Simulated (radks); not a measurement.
Results of a calculation; reference values are marked as such.
Neutral potassium inside a hard spherical wall (all orbitals vanish at R), configuration held at [Ar] 4s1 and not refilled when levels cross. Code: a radial shooting solver on a logarithmic mesh with Libxc functionals. Model: scalar-relativistic Kohn-Sham, PBE, spin-unpolarised, spherical densities, point nucleus. Eigenvalues in eV, with the zero of energy where the potential of the charges vanishes at infinity; a dash marks a level that is unbound or too diffuse for the functional's potential to be trusted. A positive occupied level is held by the wall or, in an anion where self-interaction has pushed it up, behind a barrier. The pressure on the wall is -dE/dV.

| R (bohr) | E (hartree) | kinetic (hartree) | e(2p) | e(3s) | e(3p) | e(4s) | e(4p, empty) | e(5s, empty) | pressure (GPa) |
|---|---|---|---|---|---|---|---|---|---|
| free | -602.08677 | 605.698 | -280.12 | -35.343 | -18.814 | -2.319 | -0.805 | - | 0 |
| 20 | -602.08677 | 605.698 | -280.12 | -35.343 | -18.813 | -2.319 | -0.800 | 0.100 | < 0.0001 |
| 15 | -602.08665 | 605.699 | -280.10 | -35.324 | -18.795 | -2.306 | -0.746 | 0.625 | 0.000998 |
| 12 | -602.08558 | 605.707 | -280.00 | -35.224 | -18.696 | -2.228 | -0.548 | 1.724 | 0.0143 |
| 10 | -602.08172 | 605.728 | -279.77 | -35.000 | -18.475 | -2.018 | -0.125 | 3.509 | 0.0839 |
| 8 | -602.06614 | 605.791 | -279.22 | -34.473 | -17.959 | -1.349 | 1.033 | 7.618 | 0.531 |
| 7 | -602.04483 | 605.864 | -278.74 | -34.016 | -17.514 | -0.553 | 2.292 | 11.698 | 1.44 |
| 6 | -601.99914 | 606.006 | -278.01 | -33.347 | -16.868 | 1.002 | 4.599 | 18.755 | 4.34 |
| 3 | -600.31133 | 611.674 | -263.52 | -23.148 | -6.290 | 39.852 | 50.411 | 134.00 | 675 |
| 2.5 | -598.16146 | 618.613 | -250.05 | -13.899 | 3.950 | 76.176 | 88.580 | 219.66 | 2530 |
| 2 | -592.10068 | 636.155 | -222.73 | 8.278 | 28.323 | 158.61 | 171.10 | 396.56 | 11800 |
